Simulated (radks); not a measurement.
Spherical quantum dot in the effective-mass picture: electrons in a parabolic well V = omega^2 r^2 / 2 with omega = 4.42, all in effective atomic units (hartree* = m*/eps^2 hartree, bohr* = eps/m* bohr), one dielectric constant everywhere. Calculated with a radial shooting solver with Libxc functionals: non-relativistic Kohn-Sham, r2SCAN, spin-polarised, spherical densities, generalised Kohn-Sham scheme. Levels are named by radial order and angular momentum (1s, 1p, 1d, 2s, ...), and open shells are averaged over m. Results are scaled to m* = 0.438 and eps = 5.2, for which hartree* = 440.8 meV and bohr* = 0.6282 nm. At N = 14 the configuration is 1s2 1p6 1d(up 5, down 1). Does electron 15 go into 1d down or 2s down or 2s up?

Answer. Into 1d down. The total energies of the other choices lie higher by 44.0 meV (2s up), 122 meV (2s down).
